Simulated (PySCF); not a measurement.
# What a mistake does to a calculation on BC2H5O

These are calculations, not measurements. The program is PySCF 2.14.0, an open-source quantum chemistry code, run on an isolated molecule that a program drew, which may never have been made. The molecule is BC2H5O (charge 0, singlet), drawn as the SMILES string `CCB=O`.

Each row is a Hartree-Fock (HF) and frozen-core CCSD(T) single point in the cc-pVDZ basis, meant for a local HF minimum. Run 1 is clean. Each other run has one planted mistake out of seven kinds, and not every kind appears here: one electron removed, one electron added, multiplicity raised by two, geometry at a saddle point, minimal basis STO-3G, one bond length entered in bohr, all coordinates scaled. The reference is restricted for singlets and unrestricted otherwise, and also for a bond in bohr. Adding or removing an electron swaps singlet and doublet. Electrons count all cores. HOMO and LUMO are orbital energies over both spins, the gradient is its largest component, and the lowest frequency (negative if imaginary) is given only where the gradient is small. Bond lengths are over the 8 bonds as drawn. T1 is the CCSD diagnostic: over 0.02 (restricted) or 0.045 (unrestricted) a single reference is doubtful.

Geometry of the clean run:
```xyz
9
BC2H5O, angstrom
C    -0.0768    0.4627    1.0978
C     0.4758   -0.0833   -0.2274
B     0.1523    0.8054   -1.4549
O    -0.0952    1.4856   -2.3991
H     0.1806   -0.2062    1.9202
H     0.3357    1.4475    1.3237
H    -1.1638    0.5544    1.0666
H     1.5629   -0.1908   -0.1753
H     0.0756   -1.0810   -0.4287
```

```
run,electrons,basis functions,<S^2>,HOMO (eV),LUMO (eV),gradient (hartree/bohr),lowest frequency (cm^-1),mean bond (Å),longest bond (Å),T1,HF (hartree),CCSD(T) (hartree),mistake
1,30,81,0.000,-13.33,4.04,1.8e-05,198,1.2170,1.550,0.0149,-178.27126,-178.87034,no fault
2,30,81,1.281,-9.55,2.37,1.4e-02,-,1.3494,2.248,0.0731,-177.98742,-178.55465,one bond length entered in bohr
3,29,81,0.755,-19.16,-8.90,1.6e-01,-,1.2170,1.550,0.0299,-177.87745,-178.41596,one electron removed
4,30,81,2.021,-5.13,-0.17,2.4e-01,-,1.2170,1.550,0.0147,-178.02982,-178.57991,?
5,30,81,0.000,-13.62,4.29,1.1e-01,-,1.1586,1.475,0.0131,-178.24688,-178.83399,?
```

**Which mistake was planted in run 4, and what did it cost?**

Electrons, basis and geometry are unchanged, and <S^2> is 2.021, beside S(S+1) = 2.00 for a multiplicity of 3. So the mistake is: multiplicity raised by two. Subtracting run 1 and multiplying by 627.51 kcal/mol a hartree, the energy moved by 151.5 kcal/mol in HF and 182.2 kcal/mol in CCSD(T).

**Which mistake was planted in run 5, and what did it cost?**

The mean and the longest bond both change by the same factor, 0.952, and the gradient is no longer small. So the mistake is: all coordinates scaled. Subtracting run 1 and multiplying by 627.51 kcal/mol a hartree, the energy moved by 15.3 kcal/mol in HF and 22.8 kcal/mol in CCSD(T).

Cautions from the logs. Run 2: T1 is over the limit, so its CCSD(T) energy is less reliable.
